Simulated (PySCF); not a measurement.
How the method moves the HOMO and LUMO of `COC[SiH2][SiH3]`

Compound: C2H10OSi2.
Z-matrix (Å and degrees, PBE0-D3(BJ)/def2-SVP geometry), rows numbered from 1:
```
C 
O   1  1.3950
C   2  1.4029  1  113.76
Si  3  1.9023  2  106.76  1   177.67
Si  4  2.3414  3  106.11  2   -44.76
H   1  1.1081  2  111.77  3   -60.12
H   1  1.1080  2  111.79  3    61.01
H   1  1.0991  2  107.94  3  -179.55
H   3  1.1102  2  111.66  1   -60.22
H   3  1.1113  2  111.42  1    58.61
H   4  1.4982  3  109.19  2  -165.22
H   4  1.4960  3  110.81  2    75.79
H   5  1.4972  4  111.18  3  -167.62
H   5  1.4969  4  109.11  3   -48.38
H   5  1.4933  4  110.76  3    71.63
```

Basis pcSseg-1 throughout (PySCF), one geometry. The structure is a single PBE0-D3(BJ)/def2-SVP conformer in the gas phase; no vibrational or solvent corrections.

Task: How do the orbital energies, the gap and the dipole change with the method?

Result: 
```
method           kind  HOMO (eV)  LUMO (eV)  gap (eV)  μ (D)  SCF cycles
  BLYP            GGA      -5.97      -0.27      5.70   1.74          14
  OPBE            GGA      -6.03      -0.26      5.76   1.76          14
   PBE            GGA      -6.06      -0.44      5.61   1.76          14
 B97-D            GGA      -6.11      -0.27      5.84   1.77          14
   LDA            LDA      -6.14      -0.64      5.50   1.81          13
  BP86            GGA      -6.17      -0.50      5.68   1.79          13
   KT2            GGA      -6.22      -0.55      5.67   1.70          14
   KT3            GGA      -6.25      -0.44      5.81   1.67          14
 B3LYP  global hybrid      -7.41       0.22      7.63   1.81          13
    HF   Hartree–Fock     -10.72       3.56     14.28   2.00          10
```

The HOMO spans 4.75 eV, from BLYP down to HF, and the gap runs from 5.50 eV (LDA) to 14.28 eV (HF). Over the methods BLYP (0 %), OPBE (0 %), PBE (0 %), B97-D (0 %), LDA (0 %), BP86 (0 %), KT2 (0 %), KT3 (0 %), B3LYP (20 %), HF (100 %), a straight line through the gap against the share of exact exchange rises by 0.86 eV for each 10 % (correlation coefficient 0.999). The dipole ranges from 1.67 D (KT3) to 2.00 D (HF). This basis has no diffuse functions.
